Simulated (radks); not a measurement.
Values are calculated unless marked as measured or tabulated.
Lu62+, 9 electrons, occupied as [He] 2s2 2p5. Level of theory: scalar-relativistic Kohn-Sham, r2SCAN, spin-polarised, spherical densities, finite nucleus; open shells are filled with parallel spins first (spin-orbit coupling, left out, can overturn this in heavy ions); meta-GGA in the generalised Kohn-Sham scheme; Fermi nuclear charge, rms radius 5.37 fm (a radial shooting solver on a logarithmic mesh with Libxc functionals).

Normalised radial functions P(r) = r R(r), r in bohr:

```
   r/bohr * 1s up, o 1s down, + 2p up (the largest magnitude, 6.39, reaches the edge; | marks zero, & curves that meet)
0.0009349 +             &
 0.001247 +                &
  0.00165 +                    &
   0.0022 |+                        &
 0.002911 |+                             &
 0.003883 |+                                   &
 0.005138 | +                                        &
 0.006853 |  +                                             &
 0.009067 |    +                                               &
  0.01209 |       +                                              &
    0.016 |           +                                        &
  0.02134 |                +                             &
  0.02824 |                     +             &
  0.03766 |                       &   +
  0.04983 |            &                 +
  0.06646 |    &                         +
  0.08794 | &                      +
   0.1173 &               +
   0.1552 &       +
    0.207 & +
   0.2739 &
```

1s up: eigenvalue -68989 eV, 0 radial nodes, <r> = 0.0193 bohr, 90 % of the charge inside 0.0351 bohr. 1s down: eigenvalue -68968 eV, 0 radial nodes, <r> = 0.0193 bohr, 90 % of the charge inside 0.0350 bohr. 2p up: eigenvalue -14792.5 eV, 0 radial nodes, <r> = 0.0710 bohr, 90 % of the charge inside 0.115 bohr.
